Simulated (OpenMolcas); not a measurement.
**CSeS (carbon sulfide selenide): a line through the functionals**

CSeS: 3 atoms, total charge 0, spin state singlet. SMILES: `S=C=[Se]`. Geometry: relaxed at PBE0-D4/def2-TZVP.

The HOMO–LUMO gap y, in eV, basis cc-pVTZ; a is the functional's share of exact exchange. Programs: OpenMolcas 26.06.

```
functional     program     a  y (eV)
      TPSS  OpenMolcas     0    3.79
    revPBE  OpenMolcas     0    3.68
     B3LYP  OpenMolcas   0.2    5.02
      PBE0  OpenMolcas  0.25       ?
     BHLYP  OpenMolcas   0.5    7.14
```

**Question.** Fit y = c + s·a to the known rows and predict PBE0.

**Answer.** 
1. Means of the 4 rows: a = 0.1750, y = 4.907.
2. Σ(Δa)² = 0.1675, Σ(Δa·Δy) = 1.1387, so the slope is 1.1387/0.1675 = 6.7982.
3. Intercept: 4.907 − (6.7982) × 0.1750 = 3.717. The largest residual of the fit is 0.073.
4. PBE0: 3.717 + (6.7982) × 0.25 = 5.42 eV.

The run gave 5.41 eV, so the prediction is off by +0.01 eV, within the largest residual. Exact exchange lowers occupied levels and raises empty ones. The rows mix families of semi-local functionals, which the line can't see.
